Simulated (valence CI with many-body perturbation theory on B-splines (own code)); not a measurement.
Ge XXVIII: electric-dipole lines

Calculated by valence CI with perturbative core correlation (CI+MBPT): three valence electrons over a frozen Dirac-Fock core [He], radial functions for each j: 11 s, 11 p, 10 d, 8 f, 5 g, 2 h, with the one-electron correlation potential Σ1, the two-electron term Σ2, the three-electron term Σ3, Breit, model QED; selected CI, second order for the rest, scaled by the run's own slope (own B-spline code, finite nucleus).

The last digits are not significant, and no measured levels were compared; by estimate large intervals hold to a few tenths of a per cent, small ones and those within an open d or f shell to about a per cent.

Lines 1 to 50 of 581 in falling wavelength, among levels below 173.75 Ry, chosen from the strongest by gf and those to the six lowest levels. Wavelengths and rates use the calculated energies. Electric multipoles are in the length gauge, E1 and E2 with the static RPA response of the core. Weak lines are less certain than strong ones. Lines between different terms over intervals too small for the method are left out, as are lines whose strength nearly cancels. The highest levels of a list are the least certain.

Levels are named by their leading jj configuration (3d3/2^4 stands for four electrons in 3d with j = 3/2), which in mixed levels can hold well under half, so a name can repeat and another be missing. Letters in brackets count levels of one name in rising energy.

| λ vac (Å) | Upper | Lower | A (s⁻¹) | log gf | Branch % |
| --- | --- | --- | --- | --- | --- |
| 2165 | (2s 2p1/2 4f7/2) J=7/2 [a] | (2s 2p1/2 4d5/2) J=5/2 [a] | 2.59e+07 | -0.84 | 0.0 |
| 2071 | (2s 2p1/2 4f7/2) J=9/2 | (2s 2p1/2 4d5/2) J=7/2 | 3.11e+07 | -0.70 | 0.0 |
| 2004 | (2s^2 4f7/2) J=7/2 | (2s^2 4d5/2) J=5/2 | 3.45e+07 | -0.78 | 0.0 |
| 1964 | (2s 2p3/2 4f5/2) J=7/2 [a] | (2s 2p3/2 4d3/2) J=5/2 [a] | 2.50e+07 | -0.94 | 0.0 |
| 1864 | (2s 2p3/2 4f5/2) J=7/2 [b] | (2s 2p3/2 4d3/2) J=5/2 [b] | 3.43e+07 | -0.84 | 0.0 |
| 1827 | (2s 2p3/2 4f7/2) J=9/2 [a] | (2s 2p3/2 4d3/2) J=7/2 | 3.65e+07 | -0.74 | 0.0 |
| 1821 | (2s 2p3/2 4f7/2) J=9/2 [b] | (2s 2p3/2 4d5/2) J=7/2 [b] | 4.59e+07 | -0.64 | 0.0 |
| 1799 | (2s^2 4f5/2) J=5/2 | (2s^2 4d3/2) J=3/2 | 4.44e+07 | -0.89 | 0.0 |
| 1653 | (2s 2p1/2 4f5/2) J=5/2 [a] | (2s 2p1/2 4d3/2) J=3/2 [a] | 5.50e+07 | -0.87 | 0.0 |
| 1611 | (2s 2p1/2 4f5/2) J=7/2 | (2s 2p1/2 4d3/2) J=5/2 | 5.07e+07 | -0.80 | 0.0 |
| 1477 | (2s 2p3/2 4f7/2) J=11/2 | (2s 2p3/2 4d5/2) J=9/2 | 8.72e+07 | -0.47 | 0.0 |
| 1289 | (2s 2p3/2 4d5/2) J=9/2 | (2s 2p3/2 4p3/2) J=7/2 | 2.01e+08 | -0.30 | 0.0 |
| 1227 | (2s 2p1/2 4d5/2) J=7/2 | (2s 2p1/2 4p3/2) J=5/2 | 2.33e+08 | -0.38 | 0.0 |
| 1191 | (2s 2p3/2 4d5/2) J=5/2 [b] | (2s 2p3/2 4p3/2) J=3/2 [b] | 2.13e+08 | -0.57 | 0.0 |
| 1188 | (2s 2p3/2 4d3/2) J=7/2 | (2s 2p3/2 4p3/2) J=7/2 | 8.67e+07 | -0.83 | 0.0 |
| 1179 | (2s 2p3/2 4d5/2) J=7/2 [b] | (2s 2p3/2 4p3/2) J=5/2 [b] | 2.58e+08 | -0.37 | 0.0 |
| 1178 | (2s 2p1/2 4d5/2) J=5/2 [a] | (2s 2p1/2 4p3/2) J=3/2 [a] | 2.51e+08 | -0.50 | 0.0 |
| 1141 | (2s^2 4d5/2) J=5/2 | (2s^2 4p3/2) J=3/2 | 2.86e+08 | -0.48 | 0.0 |
| 1136 | (2s 2p1/2 4p1/2) J=3/2 | (2s 2p1/2 4s) J=3/2 | 1.63e+08 | -0.90 | 0.0 |
| 1104 | (2s 2p1/2 4d5/2) J=5/2 [b] | (2s 2p1/2 4p3/2) J=3/2 [b] | 1.86e+08 | -0.69 | 0.0 |
| 1087 | (2s 2p3/2 4d5/2) J=3/2 [b] | (2s 2p3/2 4p3/2) J=1/2 [b] | 2.09e+08 | -0.83 | 0.0 |
| 1078 | (2s 2p3/2 4p1/2) J=3/2 [b] | (2s 2p3/2 4s) J=3/2 [b] | 1.87e+08 | -0.88 | 0.0 |
| 1055 | (2s 2p3/2 4d5/2) J=5/2 [a] | (2s 2p3/2 4p3/2) J=3/2 [a] | 2.22e+08 | -0.65 | 0.0 |
| 1046 | (2s^2 4p1/2) J=1/2 | (2s^2 4s) J=1/2 | 3.64e+08 | -0.92 | 0.0 |
| 1024 | (2s 2p3/2 4d5/2) J=7/2 [a] | (2s 2p3/2 4p3/2) J=5/2 [a] | 3.30e+08 | -0.38 | 0.0 |
| 1011 | (2s 2p1/2 4d5/2) J=3/2 | (2s 2p1/2 4p3/2) J=1/2 | 3.25e+08 | -0.70 | 0.0 |
| 1007 | (2s 2p3/2 4d3/2) J=7/2 | (2s 2p3/2 4p1/2) J=5/2 | 2.44e+08 | -0.53 | 0.0 |
| 989.7 | (2s 2p3/2 4d3/2) J=5/2 [a] | (2s 2p3/2 4p1/2) J=5/2 | 2.12e+08 | -0.73 | 0.0 |
| 989.2 | (2s 2p3/2 4s) J=5/2 | (2s 2p1/2 4p3/2) J=3/2 [b] | 1.42e+08 | -0.90 | 0.0 |
| 972.5 | (2s 2p3/2 4p1/2) J=5/2 | (2s 2p3/2 4s) J=5/2 | 2.15e+08 | -0.74 | 0.0 |
| 947.4 | (2s 2p3/2 4p3/2) J=3/2 [a] | (2s 2p3/2 4s) J=3/2 [a] | 3.39e+08 | -0.74 | 0.0 |
| 940.5 | (2s 2p3/2 4d3/2) J=5/2 [a] | (2s 2p3/2 4p1/2) J=3/2 [a] | 2.09e+08 | -0.78 | 0.0 |
| 934.5 | (2p1/2^2 4d3/2) J=3/2 | (2p1/2^2 4p1/2) J=1/2 | 4.48e+08 | -0.63 | 0.0 |
| 933.1 | (2s 2p3/2 4d5/2) J=3/2 [a] | (2s 2p3/2 4p3/2) J=3/2 [a] | 2.57e+08 | -0.87 | 0.0 |
| 931.5 | (2s 2p1/2 4d3/2) J=5/2 | (2s 2p1/2 4p1/2) J=3/2 | 3.74e+08 | -0.53 | 0.0 |
| 930.8 | (2s 2p3/2 4d3/2) J=3/2 [b] | (2s 2p3/2 4p1/2) J=1/2 | 2.67e+08 | -0.86 | 0.0 |
| 918.9 | (2s 2p3/2 4d3/2) J=5/2 [b] | (2s 2p3/2 4p1/2) J=3/2 [b] | 4.53e+08 | -0.46 | 0.0 |
| 918.1 | (2s 2p1/2 4d3/2) J=3/2 [a] | (2s 2p1/2 4p1/2) J=1/2 [a] | 4.51e+08 | -0.64 | 0.0 |
| 909.0 | (2s 2p1/2 4p3/2) J=1/2 | (2s 2p1/2 4s) J=1/2 [b] | 5.28e+08 | -0.88 | 0.0 |
| 900.2 | (2s 2p3/2 4d3/2) J=3/2 [a] | (2s 2p3/2 4p1/2) J=3/2 [a] | 3.38e+08 | -0.78 | 0.0 |
| 890.6 | (2s^2 4d3/2) J=3/2 | (2s^2 4p1/2) J=1/2 | 4.99e+08 | -0.62 | 0.0 |
| 881.3 | (2s 2p1/2 4p1/2) J=1/2 [b] | (2s 2p1/2 4s) J=3/2 | 6.19e+08 | -0.84 | 0.0 |
| 848.1 | (2s 2p3/2 4p3/2) J=7/2 | (2s 2p3/2 4s) J=5/2 | 4.58e+08 | -0.40 | 0.0 |
| 835.9 | (2s 2p3/2 4p3/2) J=5/2 [b] | (2s 2p3/2 4s) J=3/2 [b] | 7.00e+08 | -0.36 | 0.0 |
| 831.8 | (2s 2p1/2 4p3/2) J=3/2 [b] | (2s 2p1/2 4s) J=1/2 [b] | 4.99e+08 | -0.68 | 0.0 |
| 819.8 | (2p1/2^2 4p3/2) J=3/2 | (2p1/2^2 4s) J=1/2 | 7.85e+08 | -0.50 | 0.0 |
| 803.2 | (2s 2p3/2 4p3/2) J=5/2 [a] | (2s 2p3/2 4s) J=3/2 [a] | 5.75e+08 | -0.48 | 0.0 |
| 778.7 | (2s 2p3/2 4p3/2) J=7/2 | (2s 2p1/2 4d5/2) J=5/2 [b] | 2.87e+08 | -0.68 | 0.0 |
| 773.2 | (2s 2p3/2 4p3/2) J=3/2 [b] | (2s 2p3/2 4s) J=3/2 [b] | 4.16e+08 | -0.83 | 0.0 |
| 772.9 | (2s 2p1/2 4p3/2) J=3/2 [a] | (2s 2p1/2 4s) J=1/2 [a] | 8.43e+08 | -0.52 | 0.0 |
